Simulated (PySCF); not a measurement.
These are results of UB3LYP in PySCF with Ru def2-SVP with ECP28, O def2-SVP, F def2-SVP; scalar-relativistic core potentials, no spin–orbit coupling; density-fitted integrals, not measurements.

```xyz
4
charge 0 multiplicity 3, angstrom
Ru    0.0000    0.0000    0.0398
O     0.0000    0.0000    1.6927
F     1.6245    0.0000   -0.8192
F    -1.6245    0.0000   -0.8192
```

RuOF2 (triplet), along the line from Ru1 (at 0) through O2 (at 1.653 Å). Core electrons replaced by a potential are absent, the electrostatic potential uses the reduced nuclear charge, and values within about 0.7 Å of such atoms have no physical meaning.

**Question.** Tabulate the fields along this line at 0.74, 0.83, 0.91, 0.99, 1.07, 1.16, 1.24, 1.32, 1.40, 1.49, 1.57, 1.74, 1.82, 1.90, 1.98, 2.07, 2.15, 2.23, 2.31, 2.40, 2.48, 2.56, 2.64 Å.

**Answer.** 
```json
{"distance (Å)": "0.74", "electron density (e/Å³)": "2.6", "spin density (e/Å³)": "0.0245", "electron localisation function": "0.436", "electrostatic potential (V)": "46.4"}
{"distance (Å)": "0.83", "electron density (e/Å³)": "2.09", "spin density (e/Å³)": "0.0132", "electron localisation function": "0.384", "electrostatic potential (V)": "35.5"}
{"distance (Å)": "0.91", "electron density (e/Å³)": "1.99", "spin density (e/Å³)": "0.000645", "electron localisation function": "0.457", "electrostatic potential (V)": "29.6"}
{"distance (Å)": "0.99", "electron density (e/Å³)": "2.18", "spin density (e/Å³)": "-0.0139", "electron localisation function": "0.617", "electrostatic potential (V)": "28.3"}
{"distance (Å)": "1.07", "electron density (e/Å³)": "2.65", "spin density (e/Å³)": "-0.0308", "electron localisation function": "0.742", "electrostatic potential (V)": "32.1"}
{"distance (Å)": "1.16", "electron density (e/Å³)": "3.39", "spin density (e/Å³)": "-0.0507", "electron localisation function": "0.779", "electrostatic potential (V)": "42.6"}
{"distance (Å)": "1.24", "electron density (e/Å³)": "4.45", "spin density (e/Å³)": "-0.075", "electron localisation function": "0.718", "electrostatic potential (V)": "63.9"}
{"distance (Å)": "1.32", "electron density (e/Å³)": "5.74", "spin density (e/Å³)": "-0.103", "electron localisation function": "0.469", "electrostatic potential (V)": "104"}
{"distance (Å)": "1.40", "electron density (e/Å³)": "7.75", "spin density (e/Å³)": "-0.125", "electron localisation function": "0.141", "electrostatic potential (V)": "181"}
{"distance (Å)": "1.49", "electron density (e/Å³)": "22", "spin density (e/Å³)": "-0.136", "electron localisation function": "0.26", "electrostatic potential (V)": "352"}
{"distance (Å)": "1.57", "electron density (e/Å³)": "182", "spin density (e/Å³)": "-0.0482", "electron localisation function": "0.991", "electrostatic potential (V)": "934"}
{"distance (Å)": "1.74", "electron density (e/Å³)": "181", "spin density (e/Å³)": "-0.0699", "electron localisation function": "0.989", "electrostatic potential (V)": "934"}
{"distance (Å)": "1.82", "electron density (e/Å³)": "22", "spin density (e/Å³)": "-0.131", "electron localisation function": "0.245", "electrostatic potential (V)": "350"}
{"distance (Å)": "1.90", "electron density (e/Å³)": "8.01", "spin density (e/Å³)": "-0.113", "electron localisation function": "0.17", "electrostatic potential (V)": "177"}
{"distance (Å)": "1.98", "electron density (e/Å³)": "5.76", "spin density (e/Å³)": "-0.0927", "electron localisation function": "0.55", "electrostatic potential (V)": "98.7"}
{"distance (Å)": "2.07", "electron density (e/Å³)": "4.17", "spin density (e/Å³)": "-0.0705", "electron localisation function": "0.795", "electrostatic potential (V)": "57.2"}
{"distance (Å)": "2.15", "electron density (e/Å³)": "2.88", "spin density (e/Å³)": "-0.0524", "electron localisation function": "0.866", "electrostatic potential (V)": "33.8"}
{"distance (Å)": "2.23", "electron density (e/Å³)": "1.95", "spin density (e/Å³)": "-0.0387", "electron localisation function": "0.881", "electrostatic potential (V)": "20.1"}
{"distance (Å)": "2.31", "electron density (e/Å³)": "1.3", "spin density (e/Å³)": "-0.028", "electron localisation function": "0.874", "electrostatic potential (V)": "12"}
{"distance (Å)": "2.40", "electron density (e/Å³)": "0.845", "spin density (e/Å³)": "-0.0196", "electron localisation function": "0.85", "electrostatic potential (V)": "7.11"}
{"distance (Å)": "2.48", "electron density (e/Å³)": "0.542", "spin density (e/Å³)": "-0.0134", "electron localisation function": "0.809", "electrostatic potential (V)": "4.14"}
{"distance (Å)": "2.56", "electron density (e/Å³)": "0.345", "spin density (e/Å³)": "-0.00902", "electron localisation function": "0.747", "electrostatic potential (V)": "2.33"}
{"distance (Å)": "2.64", "electron density (e/Å³)": "0.222", "spin density (e/Å³)": "-0.00612", "electron localisation function": "0.664", "electrostatic potential (V)": "1.22"}
```

Open d and f shells are described by one determinant, and the ground state may have another occupation or spin.
